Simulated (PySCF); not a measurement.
# (LiF)3 ring: computed shieldings and shifts

(LiF)3 ring, F3Li3.

Cartesian coordinates in Å; atom numbers follow the order of the lines, from 1:
```xyz
6

Li    1.370    0.851    0.109
F     0.064    1.449    0.988
Li   -1.305    0.482    0.800
F    -1.485   -0.923   -0.116
Li   -0.059   -1.337   -0.911
F     1.415   -0.521   -0.869
```

GIAO calculations in PySCF on the PBE0-D3(BJ)/def2-SVP structure: isolated species, non-relativistic, equivalent atoms averaged; basis pcSseg-1.

(1) Give the isotropic shieldings (ppm) with KT2, PBE0.

(2) And the chemical shifts, against references computed in the same way?

(3) Which part of the shielding of F2/F4/F6 depends on the functional?

(4) What couplings does B3LYP/pcJ-1 give?

## Answers

(1) 
| atoms | environment | KT2 | PBE0 |
| --- | --- | --- | --- |
| F2/F4/F6 | fluorine bonded to 2 Li | 423.2 | 426.6 |
| Li1/Li3/Li5 | lithium bonded to 2 F | 89.6 | 89.9 |
| HOMO–LUMO gap (eV) | – | 6.74 | 9.12 |

(2) 
| atoms | nucleus, reference | KT2 | PBE0 |
| --- | --- | --- | --- |
| F2/F4/F6 | $^{19}$F, CFCl3 | -284.6 | -249.3 |

(3) Diamagnetic: KT2 468, PBE0 469 ppm; paramagnetic: KT2 -45, PBE0 -43 ppm.

(4) $^{1}J$(Li1,F2) = 142.6, $^{2}J$(F2,F4) = -10.7 Hz (averaged over equivalent pairs; isotopes $^{7}$Li, $^{19}$F).

Unscaled 19F shifts against computed CFCl3 carry errors that often reach 10 to 50 ppm.
